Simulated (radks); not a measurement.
The titanium ion Ti+, 21 electrons, occupied as [Ar] 3d1 4p2 (not the ground configuration). Method: Dirac Kohn-Sham, PBE, spin-unpolarised, spherical densities, finite nucleus; open shells are shared between the two j in proportion to 2j + 1; Fermi nuclear charge, rms radius 3.5921 fm; computed with a radial shooting solver on a logarithmic mesh with Libxc functionals. Some entries of the table are withheld. Estimate them.

orbital,occ.,eigenvalue (eV),<1/r> (bohr^-1)
1s1/2,2,-4883.743,21.80
2s1/2,2,-553.3040,4.559
2p1/2,2,-464.4030,(1)
2p3/2,4,-458.6352,(2)
3s1/2,2,(3),1.414
3p1/2,2,-54.3567,1.297
3p3/2,4,-53.6717,1.285
3d3/2,0.4,-18.0672,0.9838
3d5/2,0.6,-18.0077,0.9814
4p1/2,0.666667,-8.8235,0.3681
4p3/2,1.33333,-8.7622,0.3659

Answer. 
(1) 2p1/2 <1/r> (bohr^-1): 4.490
(2) 2p3/2 <1/r> (bohr^-1): 4.433
(3) 3s1/2 eigenvalue (eV): -77.9566
